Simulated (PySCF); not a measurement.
**Cost of excited-state runs on SMILES O=CCC(NC1=CC1=C)=O, C$_{7}$H$_{7}$NO$_{2}$**

Structure with atom numbers: `[CH2:1]=[C:2]1[CH:3]=[C:4]1[NH:5][C:6](=[O:7])[CH2:8][CH:9]=[O:10]`; H(Xn) means a hydrogen on atom n. Ha(C1) is cis to C3; Hb(C1) is trans to C3.

PySCF with density fitting, on 1 thread of an Arm Neoverse N1, shared host. Command: `OMP_NUM_THREADS=1 python excited_run.py task.json out`

How long does each of these runs take, and how much memory?
- magnetisability and related constants, B3LYP/pcSseg-1; usual settings
- magnetisability and related constants, OLYP/6-31G*; fitting basis def2-universal-jkfit


| run | level | basis functions | wall time | peak memory (GiB) |
| --- | --- | --- | --- | --- |
| magnetisability and related constants | B3LYP/pcSseg-1 | 205 | 70 s | 0.98 |
| magnetisability and related constants | OLYP/6-31G* | 154 | 69 s | 0.6 |

Times from a shared host are rough.
